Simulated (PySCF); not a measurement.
## Mo: ionisation energy

Mo [Kr] 4d5 5s1 (7S) → Mo⁺ [Kr] 4d5 (6S), as a difference of total energies. Computed with PySCF 2.14 in aug-cc-pwCVDZ-PP with ECP28MDF (6s6p5d3f, 70 functions), with a scalar-relativistic core potential. Correlated levels: valence and next inner shell: nothing frozen outside the core potential. The calculations carry no spin-orbit coupling.

```json
{"method": "UHF", "ionisation energy (eV)": "6.246", "error (eV)": "-0.846"}
{"method": "MP2 (valence and next inner shell)", "ionisation energy (eV)": "7.117", "error (eV)": "+0.025"}
{"method": "SCS-MP2 (valence and next inner shell)", "ionisation energy (eV)": "6.732", "error (eV)": "-0.360"}
{"method": "CCSD (valence and next inner shell)", "ionisation energy (eV)": "7.017", "error (eV)": "-0.075"}
{"method": "CCSD(T) (valence and next inner shell)", "ionisation energy (eV)": "7.080", "error (eV)": "-0.012"}
```

Reference: 7.092 eV (measured; NIST Atomic Spectra Database, ionization energies).

Errors of the correlated levels include the incompleteness of this basis.
